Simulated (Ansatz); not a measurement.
# Nudged elastic band run: AlH₆NOSi

The input (input.yaml):

```yaml
crystal:
  periodic: [false, false, false]
  atoms:
    - { symbol: Al, position_ang: [-0.528981, 0.372545, 0.222513] }
    - { symbol: Si, position_ang: [1.562499, -0.894631, 0.074354] }
    - { symbol: "N", position_ang: [-1.532199, 0.597342, -1.21806] }
    - { symbol: H, position_ang: [-1.310513, 0.251904, -2.1464] }
    - { symbol: O, position_ang: [-1.140206, 1.071395, 1.657133] }
    - { symbol: H, position_ang: [1.354811, -2.344325, 0.390414] }
    - { symbol: H, position_ang: [2.146851, -0.826953, -1.302658] }
    - { symbol: H, position_ang: [2.60248, -0.388658, 1.025785] }
    - { symbol: H, position_ang: [-2.419248, 1.092298, -1.230748] }
    - { symbol: H, position_ang: [-0.735592, 1.069083, 2.52757] }
basis:
  gaussian: { orbitals: def2-SVP }
hamiltonian:
  xc: b3lyp
  dispersion: d4
neb:
  order_check: false
  images: 6
  f_tol: 0.05
  max_iterations: 60
  climbing: false
  final_atoms:
    - { symbol: Al, position_ang: [-1.23916461, 0.68838223, 0.00233737] }
    - { symbol: Si, position_ang: [1.56657938, -0.89977658, -0.18235851] }
    - { symbol: "N", position_ang: [-2.48872634, 1.34345924, -0.87370583] }
    - { symbol: H, position_ang: [0.32373768, -0.28243678, -0.827746] }
    - { symbol: O, position_ang: [-0.47293156, 0.36102192, 1.49195459] }
    - { symbol: H, position_ang: [1.14449409, -2.00300417, 0.7126258] }
    - { symbol: H, position_ang: [2.33980332, -1.4290294, -1.34037062] }
    - { symbol: H, position_ang: [2.32564358, 0.16991598, 0.50783592] }
    - { symbol: H, position_ang: [-2.73058201, 1.41538502, -1.85555368] }
    - { symbol: H, position_ang: [-0.76895154, 0.63608254, 2.36488396] }
  initial_path:
    images:
      - { positions_ang: [[-0.528981, 0.372545, 0.222513], [1.562499, -0.894631, 0.074354], [-1.532199, 0.597342, -1.21806], [-1.310513, 0.251904, -2.1464], [-1.140206, 1.071395, 1.657133], [1.354811, -2.344325, 0.390414], [2.146851, -0.826953, -1.302658], [2.60248, -0.388658, 1.025785], [-2.419248, 1.092298, -1.230748], [-0.735592, 1.069083, 2.52757]] }
      - { positions_ang: [[-0.61864318, 0.4597212, 0.31247104], [1.48141457, -0.86766289, -0.02432051], [-1.50180718, 0.54799317, -1.18278919], [-1.0156968, 0.10746081, -1.86695492], [-1.10197282, 1.13004496, 1.77406806], [1.25078941, -2.31509983, 0.16985969], [2.10722836, -0.7197909, -1.36113176], [2.52774496, -0.48730116, 0.94631327], [-2.31486092, 0.92078971, -1.41702669], [-0.8142944, 1.22384493, 2.64941401]] }
      - { positions_ang: [[-0.70830536, 0.5468974, 0.40242908], [1.40033014, -0.84069478, -0.12299502], [-1.47141537, 0.49864434, -1.14751838], [-0.72088061, -0.03698238, -1.58750984], [-1.06373963, 1.18869491, 1.89100311], [1.14676782, -2.28587466, -0.05069462], [2.06760573, -0.6126288, -1.41960553], [2.45300991, -0.58594431, 0.86684155], [-2.21047384, 0.74928142, -1.60330539], [-0.89299679, 1.37860686, 2.77125802]] }
      - { positions_ang: [[-0.79796755, 0.63407359, 0.49238712], [1.31924571, -0.81372667, -0.22166953], [-1.44102355, 0.44929551, -1.11224756], [-0.42606441, -0.18142557, -1.30806475], [-1.02550645, 1.24734487, 2.00793817], [1.04274623, -2.25664949, -0.27124893], [2.02798309, -0.50546669, -1.47807929], [2.37827487, -0.68458747, 0.78736982], [-2.10608676, 0.57777312, -1.78958408], [-0.97169919, 1.53336879, 2.89310203]] }
      - { positions_ang: [[-0.89942235, 0.6791932, 0.46093346], [1.31982863, -0.81446175, -0.25834274], [-1.57767031, 0.55588369, -1.06305411], [-0.19260003, -0.25775996, -1.11968561], [-0.93018153, 1.145863, 1.98434126], [1.01270096, -2.20788938, -0.22521867], [2.05554771, -0.59147761, -1.48346681], [2.33872681, -0.60479118, 0.7133771], [-2.15056305, 0.62392841, -1.87884203], [-0.97646484, 1.47151158, 2.86986116]] }
      - { positions_ang: [[-1.01266977, 0.68225621, 0.3080681], [1.40207888, -0.84290003, -0.23301466], [-1.88135565, 0.81840887, -0.99993802], [-0.02048746, -0.26598557, -1.02237241], [-0.77776487, 0.8842493, 1.82021237], [1.056632, -2.13959431, 0.08739615], [2.15029958, -0.87066154, -1.43576808], [2.33436573, -0.34655546, 0.64486337], [-2.3439027, 0.88774728, -1.87107925], [-0.90729374, 1.19303524, 2.70153543]] }
      - { positions_ang: [[-1.12591719, 0.68531922, 0.15520273], [1.48432913, -0.8713383, -0.20768659], [-2.185041, 1.08093406, -0.93682192], [0.15162511, -0.27421118, -0.9250592], [-0.62534821, 0.62263561, 1.65608348], [1.10056305, -2.07129924, 0.40001097], [2.24505145, -1.14984547, -1.38806935], [2.33000466, -0.08831974, 0.57634964], [-2.53724236, 1.15156615, -1.86331646], [-0.83812264, 0.91455889, 2.53320969]] }
      - { positions_ang: [[-1.23916461, 0.68838223, 0.00233737], [1.56657938, -0.89977658, -0.18235851], [-2.48872634, 1.34345924, -0.87370583], [0.32373768, -0.28243678, -0.827746], [-0.47293156, 0.36102192, 1.49195459], [1.14449409, -2.00300417, 0.7126258], [2.33980332, -1.4290294, -1.34037062], [2.32564358, 0.16991598, 0.50783592], [-2.73058201, 1.41538502, -1.85555368], [-0.76895154, 0.63608254, 2.36488396]] }
```

Run as:

```bash
$ ansatz run input.yaml --threads 2 --pin off --max-ram 3072MiB --backend cpu --events-out ev --progress --plain --runs-dir out
```

Output, in part (warnings, iteration lines, the closing report on the highest movable image, with atoms numbered from 0):

```
NEB end point (image 0): max|allowed force component| = 2.010e-2 eV/Å (the criterion of neb.relax_end_points is 1.000e-2)
NEB end point (image 7): max|allowed force component| = 2.150e-2 eV/Å (the criterion of neb.relax_end_points is 1.000e-2)
NEB iter   1: max|band force component| = 5.640e0 eV/Å  barrier→ = 4.6861 eV  barrier← = 1.8060 eV  Δτ_max = 0.2000 Å  (207 SCF iters)
NEB iter   2: max|band force component| = 2.588e0 eV/Å  barrier→ = 3.6990 eV  barrier← = 0.8188 eV  Δτ_max = 0.2000 Å  (166 SCF iters)
NEB iter   3: max|band force component| = 1.122e0 eV/Å  barrier→ = 3.7394 eV  barrier← = 0.8592 eV  Δτ_max = 0.1994 Å  (165 SCF iters)
NEB iter   4: max|band force component| = 8.984e-1 eV/Å  barrier→ = 3.6365 eV  barrier← = 0.7563 eV  Δτ_max = 0.2000 Å  (164 SCF iters)
NEB iter   5: max|band force component| = 1.679e0 eV/Å  barrier→ = 3.6557 eV  barrier← = 0.7755 eV  Δτ_max = 0.1002 Å  (164 SCF iters)
NEB iter   6: max|band force component| = 8.075e-1 eV/Å  barrier→ = 3.5107 eV  barrier← = 0.6305 eV  Δτ_max = 0.1466 Å  (160 SCF iters)
NEB iter   7: max|band force component| = 5.178e-1 eV/Å  barrier→ = 3.4721 eV  barrier← = 0.5919 eV  Δτ_max = 0.1969 Å  (163 SCF iters)
NEB iter   8: max|band force component| = 6.484e-1 eV/Å  barrier→ = 3.4439 eV  barrier← = 0.5637 eV  Δτ_max = 0.1000 Å  (163 SCF iters)
NEB iter   9: max|band force component| = 7.362e-1 eV/Å  barrier→ = 3.4093 eV  barrier← = 0.5291 eV  Δτ_max = 0.0501 Å  (161 SCF iters)
NEB iter  10: max|band force component| = 6.873e-1 eV/Å  barrier→ = 3.3392 eV  barrier← = 0.4590 eV  Δτ_max = 0.0502 Å  (158 SCF iters)
NEB iter  11: max|band force component| = 5.154e-1 eV/Å  barrier→ = 3.2849 eV  barrier← = 0.4047 eV  Δτ_max = 0.0501 Å  (155 SCF iters)
NEB iter  12: max|band force component| = 1.697e-1 eV/Å  barrier→ = 3.2419 eV  barrier← = 0.3617 eV  Δτ_max = 0.1009 Å  (158 SCF iters)
NEB iter  13: max|band force component| = 2.262e-1 eV/Å  barrier→ = 3.2748 eV  barrier← = 0.3946 eV  Δτ_max = 0.0501 Å  (159 SCF iters)
NEB iter  14: max|band force component| = 2.947e-1 eV/Å  barrier→ = 3.2990 eV  barrier← = 0.4188 eV  Δτ_max = 0.0251 Å  (151 SCF iters)
NEB iter  15: max|band force component| = 2.883e-1 eV/Å  barrier→ = 3.2575 eV  barrier← = 0.3773 eV  Δτ_max = 0.0252 Å  (154 SCF iters)
NEB iter  16: max|band force component| = 1.717e-1 eV/Å  barrier→ = 3.2133 eV  barrier← = 0.3331 eV  Δτ_max = 0.0252 Å  (156 SCF iters)
NEB iter  17: max|band force component| = 1.610e-1 eV/Å  barrier→ = 3.2209 eV  barrier← = 0.3407 eV  Δτ_max = 0.0250 Å  (155 SCF iters)
NEB iter  18: max|band force component| = 1.421e-1 eV/Å  barrier→ = 3.2249 eV  barrier← = 0.3447 eV  Δτ_max = 0.0251 Å  (157 SCF iters)
NEB iter  19: max|band force component| = 1.101e-1 eV/Å  barrier→ = 3.2245 eV  barrier← = 0.3443 eV  Δτ_max = 0.0252 Å  (157 SCF iters)
NEB iter  20: max|band force component| = 1.245e-1 eV/Å  barrier→ = 3.2254 eV  barrier← = 0.3453 eV  Δτ_max = 0.0125 Å  (153 SCF iters)
NEB iter  21: max|band force component| = 1.291e-1 eV/Å  barrier→ = 3.2260 eV  barrier← = 0.3459 eV  Δτ_max = 0.0125 Å  (156 SCF iters)
NEB iter  22: max|band force component| = 1.345e-1 eV/Å  barrier→ = 3.2262 eV  barrier← = 0.3460 eV  Δτ_max = 0.0125 Å  (151 SCF iters)
NEB iter  23: max|band force component| = 1.451e-1 eV/Å  barrier→ = 3.2253 eV  barrier← = 0.3451 eV  Δτ_max = 0.0126 Å  (154 SCF iters)
NEB iter  24: max|band force component| = 1.447e-1 eV/Å  barrier→ = 3.2218 eV  barrier← = 0.3416 eV  Δτ_max = 0.0252 Å  (154 SCF iters)
NEB iter  25: max|band force component| = 1.510e-1 eV/Å  barrier→ = 3.2168 eV  barrier← = 0.3366 eV  Δτ_max = 0.0252 Å  (152 SCF iters)
NEB iter  26: max|band force component| = 1.485e-1 eV/Å  barrier→ = 3.2110 eV  barrier← = 0.3308 eV  Δτ_max = 0.0252 Å  (156 SCF iters)
NEB iter  27: max|band force component| = 1.655e-1 eV/Å  barrier→ = 3.2064 eV  barrier← = 0.3262 eV  Δτ_max = 0.0507 Å  (153 SCF iters)
NEB iter  28: max|band force component| = 2.014e-1 eV/Å  barrier→ = 3.2062 eV  barrier← = 0.3260 eV  Δτ_max = 0.0252 Å  (159 SCF iters)
NEB iter  29: max|band force component| = 1.805e-1 eV/Å  barrier→ = 3.1990 eV  barrier← = 0.3188 eV  Δτ_max = 0.0251 Å  (154 SCF iters)
NEB iter  30: max|band force component| = 1.938e-1 eV/Å  barrier→ = 3.1943 eV  barrier← = 0.3141 eV  Δτ_max = 0.0505 Å  (149 SCF iters)
NEB iter  31: max|band force component| = 1.703e-1 eV/Å  barrier→ = 3.1881 eV  barrier← = 0.3079 eV  Δτ_max = 0.1017 Å  (157 SCF iters)
NEB iter  32: max|band force component| = 1.418e-1 eV/Å  barrier→ = 3.1888 eV  barrier← = 0.3086 eV  Δτ_max = 0.1018 Å  (167 SCF iters)
NEB iter  33: max|band force component| = 1.794e-1 eV/Å  barrier→ = 3.1730 eV  barrier← = 0.2928 eV  Δτ_max = 0.0516 Å  (165 SCF iters)
NEB iter  34: max|band force component| = 1.538e-1 eV/Å  barrier→ = 3.1678 eV  barrier← = 0.2876 eV  Δτ_max = 0.0507 Å  (154 SCF iters)
NEB iter  35: max|band force component| = 1.017e-1 eV/Å  barrier→ = 3.1794 eV  barrier← = 0.2992 eV  Δτ_max = 0.0509 Å  (156 SCF iters)
NEB iter  36: max|band force component| = 1.013e-1 eV/Å  barrier→ = 3.1860 eV  barrier← = 0.3058 eV  Δτ_max = 0.0250 Å  (154 SCF iters)
NEB iter  37: max|band force component| = 1.077e-1 eV/Å  barrier→ = 3.1838 eV  barrier← = 0.3037 eV  Δτ_max = 0.0125 Å  (151 SCF iters)
NEB iter  38: max|band force component| = 8.322e-2 eV/Å  barrier→ = 3.1798 eV  barrier← = 0.2996 eV  Δτ_max = 0.0125 Å  (149 SCF iters)
NEB iter  39: max|band force component| = 4.037e-2 eV/Å  barrier→ = 3.1768 eV  barrier← = 0.2966 eV  Δτ_max = 0.0000 Å  (309 SCF iters)
Total energy: -18102.64992594 eV, -665.2601143613 hartree
Atom 0 at    -1.315423     0.804204     0.272898 Å, force    -0.139171     0.066246    -0.094905 eV/Å
Atom 1 at     1.337763    -0.866954    -0.265324 Å, force     0.049191    -0.022922    -0.018265 eV/Å
Atom 2 at    -1.683484     0.698380    -1.355322 Å, force    -0.127203     0.095625    -0.022158 eV/Å
Atom 3 at     0.042493    -0.270899    -0.794135 Å, force     0.245919    -0.117794     0.199135 eV/Å
Atom 4 at    -0.951121     0.836295     1.909325 Å, force     0.027311    -0.106477    -0.042570 eV/Å
Atom 5 at     1.065130    -2.221645     0.286159 Å, force     0.013263    -0.002253     0.024997 eV/Å
Atom 6 at     2.229900    -0.935767    -1.452124 Å, force     0.063348    -0.045610     0.006695 eV/Å
Atom 7 at     1.967810    -0.018402     0.786269 Å, force    -0.018655     0.016569    -0.004300 eV/Å
Atom 8 at    -2.446464     1.029871    -1.936526 Å, force    -0.135040     0.096367     0.018758 eV/Å
Atom 9 at    -0.246701     0.944917     2.548683 Å, force     0.021037     0.020250    -0.067389 eV/Å
Dipole moment:     0.348455     0.033899     0.497514 e Å
```

The forces met the threshold. Neighbouring images differ by up to 2.4 eV, so the band resolves the path poorly. No image climbed, so the highest image needn't sit at the top of the path. The orbitals stay closed-shell, which can raise the energy where a bond breaks towards radicals; this wasn't checked here.

Final band (atoms are numbered from 1 in the order of the input):

```
image  path coordinate (Å)  energy (kJ/mol)  Al1–Si2 (Å)  N3–H4 (Å)  Si2–H4 (Å)
    0                 0.00              0.0         2.45       1.02        3.81
    1                 0.75             12.0         2.43       1.02        3.25
    2                 1.51             69.9         2.47       1.03        2.65
    3                 2.26            301.4         2.78       1.35        2.01
    4                 3.02            306.5         3.18       2.06        1.52
    5                 3.78            289.3         3.24       2.43        1.50
    6                 4.53            284.4         3.24       2.87        1.52
    7                 5.29            277.9         3.23       3.25        1.53
```

Time of the run: 7.7 min on 2 threads of Arm Neoverse V1 (shared host), peak memory 0.19 GiB.
